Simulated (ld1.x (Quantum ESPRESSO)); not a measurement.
Building the TM potential for Ag (LDA (PZ), fully relativistic).

ld1.x (Quantum ESPRESSO) 7.5 input, shortened:

```
&input
   title='Ag', zed=47., rel=2, dft='PZ', iswitch=3,
   config='[Kr] 4d10 5s1 5p0', rel_dist='average'
 /
 &inputp
   pseudotype=2, tm=.true., lloc=-1, rcloc=3.05,
   nlcc=.false.
 /
3
5S  1  0   1.00   0.00  2.70  2.70  0.0
5P  2  1   0.00   0.00  3.40  3.40  0.0
4D  3  2  10.00   0.00  1.50  1.50  0.0
 &test
   configts(1)='4d10 5s1 5p0'
 /
```

Open shells are filled in proportion to 2j + 1 (rel_dist='average').

**Question.** Does the generator finish with these settings?

**Answer.** Yes, a potential is produced and its reference levels are reproduced.

**Question.** Estimate the cutoffs (Ry, on a coarse ladder) from which the occupation-weighted sum of valence levels, in a spherical-Bessel basis at the reference potential, stays within 10 and 1 mRy of its value at 400 Ry.

**Answer.** 70 Ry and 110 Ry.

**Question.** Does the potential have ghost states?

**Answer.** No extra level below or beside the all-electron valence levels (s, p1/2, p3/2, d3/2, d5/2, f tested).

**Question.** Which valence shell sets the plane-wave cutoff?

**Answer.** 4d: its level needs 70 Ry to come within 1 mRy, against 15 Ry for 5s.

**Question.** Tests: 4d10 5s0 5p0; 4d9 5s0 5p0; 4d8 5s0 5p0; 4d7 5s0 5p0; 4d10 5s0.5 5p0; 4d9 5s1 5p0; 4d9 5s1 5p1. Which has the largest error in its energy relative to the reference configuration, and how large is it?

**Answer.** 4d7 5s0 5p0, with -1307 meV (all-electron minus pseudo) on +118.84 eV.
